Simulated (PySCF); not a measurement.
# One molecule, several mistakes: C2H6OSi

These are calculations, not measurements. The program is PySCF 2.14.0, an open-source quantum chemistry code, run on an isolated molecule that a program drew, which may never have been made. The molecule is C2H6OSi (charge 0, singlet), drawn as the SMILES string `CC[Si]O`.

Each row is a Hartree-Fock (HF) and frozen-core CCSD(T) single point in the cc-pV(D+d)Z basis, meant for a local HF minimum. Run 1 is clean. Each other run has one planted mistake out of seven kinds, and not every kind appears here: one electron removed, one electron added, multiplicity raised by two, geometry at a saddle point, minimal basis STO-3G, one bond length entered in bohr, all coordinates scaled. The reference is restricted for singlets and unrestricted otherwise, and also for a bond in bohr. Adding or removing an electron swaps singlet and doublet. Electrons count all cores. HOMO and LUMO are orbital energies over both spins, the gradient is its largest component, and the lowest frequency (negative if imaginary) is given only where the gradient is small. Bond lengths are over the 9 bonds as drawn. T1 is the CCSD diagnostic: over 0.02 (restricted) or 0.045 (unrestricted) a single reference is doubtful.

Geometry of the clean run:
```xyz
10
C2H6OSi, angstrom
C    -1.4867    0.6701   -0.2415
C     0.0084    0.8986   -0.4895
Si    1.0324   -0.6615   -0.8607
O     2.5012    0.0916   -1.0450
H    -2.0109    1.6060   -0.0348
H    -1.6549    0.0065    0.6116
H    -1.9710    0.2092   -1.1073
H     0.1635    1.5902   -1.3288
H     0.4764    1.3903    0.3742
H     3.2339   -0.4722   -1.2461
```

```
run  electrons  basis functions  <S^2>  HOMO (eV)  LUMO (eV)  gradient (hartree/bohr)  lowest frequency (cm^-1)  mean bond (Å)  longest bond (Å)      T1  HF (hartree)  CCSD(T) (hartree)               mistake
  1         40               95  0.000      -8.44       1.78                  1.6e-05                        49         1.2800             1.903  0.0135    -443.03785         -443.66370              no fault
  2         40               30  0.000      -5.70       6.95                  4.9e-02                         -         1.2800             1.903  0.0175    -437.73091         -437.96175  minimal basis STO-3G
  3         39               95  0.774     -16.94      -6.39                  4.9e-02                         -         1.2800             1.903  0.0192    -442.76639         -443.36673                     ?
  4         40               95  0.000      -8.04       2.36                  1.4e-01                         -         1.1532             1.714  0.0112    -442.92221         -443.52856                     ?
```

**Which mistake was planted in run 3, and what did it cost?**

It counts 39 electrons, one fewer than the clean run, at the same geometry and basis. So the mistake is: one electron removed. Subtracting run 1 and multiplying by 627.51 kcal/mol a hartree, the energy moved by 170.3 kcal/mol in HF and 186.4 kcal/mol in CCSD(T).

**Which mistake was planted in run 4, and what did it cost?**

The mean and the longest bond both change by the same factor, 0.901, and the gradient is no longer small. So the mistake is: all coordinates scaled. Subtracting run 1 and multiplying by 627.51 kcal/mol a hartree, the energy moved by 72.6 kcal/mol in HF and 84.8 kcal/mol in CCSD(T).

